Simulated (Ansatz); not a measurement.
Wavefunction ladder for C$_{4}$H$_{12}$Cl$_{2}$In$_{2}$S$_{2}$, SMILES `C[CH2][In@-]1([Cl])[SH+][In@-]([Cl])([CH2]C)[SH+]1`

```xyz
22

C    -0.8234   -1.9171    1.5225
C    -1.6120   -2.4780    0.3504
In   -1.3948   -1.3270   -1.4551
Cl   -2.3476   -1.7212   -3.5499
S    -1.8746    1.1865   -1.0533
In    0.6011    1.6414   -1.6636
Cl    0.4675    2.4654   -3.8441
C     1.7002    2.4437    0.0038
C     1.5383    1.6336    1.2796
S     1.0936   -0.8772   -2.0149
H    -1.1329   -0.9000    1.7788
H    -0.9603   -2.5261    2.4215
H     0.2509   -1.8882    1.3202
H    -1.2999   -3.4969    0.1108
H    -2.6813   -2.5142    0.5700
H    -1.6335    1.1169    0.2685
H     1.3573    3.4719    0.1380
H     2.7460    2.4932   -0.3072
H     1.8879    0.6041    1.1617
H     0.4965    1.5869    1.6088
H     2.1116    2.0705    2.1033
H     1.5095   -1.0680   -0.7497
```

Charge 0, multiplicity 1. Correlated methods include outer-core shells of In, which these sets cover unevenly. In takes the def2 core potential. All single points use the PBE0-D4/def2-TZVP geometry. It is one conformer, not always the lowest. Frozen core, restricted reference, Ansatz.

```csv
basis,HF (Eh),MP2 corr.
def2-SVP,-2250.49689,-1.29441
def2-TZVPP,-2251.26958,-2.03491
def2-QZVPP,-2251.32724,-2.53079
```

(1) Estimate the CCSD correlation energy and the (T) correction in each basis where they were run (hartree).

## Answers

(1) 
```
     basis  CCSD corr.       (T)
  def2-SVP    -1.41312  -0.04302
def2-TZVPP    -2.12474  -0.08824
```
